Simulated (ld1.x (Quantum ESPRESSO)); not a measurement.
**Ranking PAW potentials for Sc**

All share these settings but for the change named:

ld1.x (Quantum ESPRESSO) 7.5 input, shortened:

```
&input
   title='Sc', zed=21., rel=1, dft='PBE', iswitch=3,
   config='[Ar] 3d1 4s2 4p0'
 /
 &inputp
   pseudotype=3, lpaw=.true., tm=.true., lloc=-1, rcloc=2.90,
   nlcc=.true., new_core_ps=.true., rcore=1.35,
   which_augfun='PSQ', rmatch_augfun_nc=.true.
 /
6
4S  1  0   2.00   0.00  2.80  3.25  0.0
4S  1  0   0.00   0.20  2.80  3.25  0.0
3P  2  1   6.00   0.00  1.75  2.10  0.0
4P  3  1   0.00   0.00  1.75  2.10  0.0
3D  3  2   1.00   0.00  1.50  1.80  0.0
3D  3  2   0.00   0.10  1.50  1.80  0.0
 &test
   configts(1)='3p6 3d1 4s2 4p0'
 /
```

Cutoff: the first of the cutoffs (Ry, on a coarse ladder) from which the occupation-weighted sum of valence levels, in a spherical-Bessel basis at the reference potential, stays within 10 and 1 mRy of its value at 400 Ry; the density cutoff is not measured.

The base gives 30 Ry.

Of 6 variants that were run, those that failed, showed a ghost or another fault, or gave nearly equal values are left out.

A variant can come out equal or close to the base.

Q: Rank these variants from softest to hardest (loose cutoff).
A. functional revPBE
B. waves 3d (bound): rcut 1.50, rcutus 2.04 bohr; 3d channel at 0.1 Ry: rcut 1.50, rcutus 2.04 bohr
C. waves 3p (bound): rcut 1.42, rcutus 1.50 bohr; 4p (bound): rcut 1.42, rcutus 1.50 bohr

A: B (21 Ry), A (30 Ry), C (35 Ry).
